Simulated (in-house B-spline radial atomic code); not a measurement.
Values are calculated unless marked as measured or tabulated.
# Making a Troullier-Martins s channel for Ca, r_c = 1.25 bohr

Ca, [Ar] 4s2, non-relativistic LDA (VWN5), spherical and spin-unpolarised, from an all-electron radial atomic-structure program (B-spline basis) (atomic units). The all-electron 3s level is ε = -1.706331 hartree, its outermost node lies just inside 0.46 bohr and its outer maximum at 0.99 bohr.

Inside r_c the pseudo-orbital is u(r) = r^1 exp(p(r)), with p = c0 + c2 r² + c4 r⁴ + … + c12 r¹². The seven coefficients follow from p and its first four derivatives at r_c, from zero curvature of the screened potential at the origin, c4 = −c2²/(2l + 5), and from the norm inside r_c. At r_c the all-electron orbital has P = 0.9267589, P' = -0.6862351, the screened potential V = -2.420756, V' = 4.139624, V'' = -9.922743, and the norm inside is Q = 0.6248932.

(1) What are p, p' and p'' at r_c?

For a trial c2 the five matching conditions are linear in c0, c6, c8, c10 and c12, and c2 is varied until the norm inside r_c equals Q. The root nearest zero gives:

```
 n         c_n
 0  -0.2705899
 2    1.139551
 4  -0.2597154
 6   -1.699151
 8    1.645585
10  -0.6170809
12  0.08557086
```

(2) Check c4 and p(r_c), and find the screened pseudopotential at the origin.

Orbitals and screened potentials:

```tsv
r (bohr)	P	u	V all-electron	V pseudo
0.125	-0.1443	0.09707	-110.8	1.703
0.312	-0.4633	0.2649	-29.88	1.386
0.5	0.1684	0.4888	-13.89	-0.06144
0.688	0.7296	0.7598	-7.91	-2.685
0.875	0.9902	0.9742	-5.039	-4.439
1.062	1.021	1.02	-3.413	-3.687
1.25	0.9268	0.9268	-2.421	-2.421
```

Logarithmic derivatives P'/P at R = 1.55 bohr, for energies E around ε:

```json
{"E − ε (hartree)": "-0.5", "all-electron": "0.0700256", "pseudo": "0.0668747"}
{"E − ε (hartree)": "-0.25", "all-electron": "-0.443949", "pseudo": "-0.44516"}
{"E − ε (hartree)": "-0.1", "all-electron": "-0.840416", "pseudo": "-0.840675"}
{"E − ε (hartree)": "0", "all-electron": "-1.15831", "pseudo": "-1.15831"}
{"E − ε (hartree)": "0.1", "all-electron": "-1.53434", "pseudo": "-1.53474"}
{"E − ε (hartree)": "0.25", "all-electron": "-2.25331", "pseudo": "-2.25704"}
{"E − ε (hartree)": "0.5", "all-electron": "-4.22203", "pseudo": "-4.25587"}
```

(3) With P(R) = 0.6919158 and a norm of 0.8241003 inside R, what slope in energy does norm conservation fix?

Answers

(1) p = ln(P/r_c^1) = ln(0.9267589/1.25) = -0.29921. p' = P'/P − 1/r_c = -0.74047 − 0.80000 = -1.54047. The radial equation gives p'' = 2(V − ε) − 2(1) p'/r_c − p'² = -1.42885 − (-2.46475) − 2.37304 = -1.33714. Differentiating, p''' = 2V' + 2(1)p'/r_c² − 2(1)p''/r_c − 2p'p'' = 4.3272, and p'''' = 2V'' − 4(1)p'/r_c³ + 4(1)p''/r_c² − 2(1)p'''/r_c − 2p''² − 2p'p''' = -17.281.

(2) −c2²/5 = -0.259715, as listed. The terms c_n r_c^n are -0.27059, 1.78055, -0.63407, -6.48175, 9.80845, -5.74701, 1.24522, which sum to -0.29921. Inverting the radial equation, V_l(r) = ε + 1 p'/r + (p'' + p'²)/2, so V_l(0) = ε + (2l + 3) c2 = -1.706331 + 3 × (1.13955) = 1.7123 hartree, finite where the all-electron potential diverges.

(3) d(P'/P)/dE = −2 × (norm inside R)/P(R)² = -3.4427 per hartree·bohr at E = ε, for both atoms, since orbital and norm agree at R. Differences over ±0.1 hartree give -3.4696 (all-electron) and -3.4703 (pseudo), which also hold third-order terms. Half a hartree below ε the two curves differ by -0.0032.
